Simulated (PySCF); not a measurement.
ClH2Si, SMILES [SiH2]Cl (connectivity only; charge and spin as stated), charge +1, multiplicity 1.

Geometry: PBE-D3(BJ)/def2-TZVP. The multiplicity is an assumed one; other spin states were not compared. The isomer is the one that the SMILES or the coordinates give; other isomers of the formula were not compared.

The numbers are results of B3LYP/def2-TZVPD run with PySCF, not measurements.

Symmetry labels are those of the subgroup C2v that the program uses (full group C2v).

Computed valence orbital energies around the gap with their symmetry:
```tsv
orbital	symmetry	energy (eV)
HOMO−7	A1	-108.14
HOMO−6	B2	-108.05
HOMO−5	A1	-29.94
HOMO−4	A1	-21.70
HOMO−3	A1	-17.95
HOMO−2	B2	-17.77
HOMO−1	B1	-16.48
HOMO	B2	-15.69
LUMO	B1	-9.77
LUMO+1	A1	-7.11
LUMO+2	A1	-5.90
LUMO+3	B2	-4.40
```
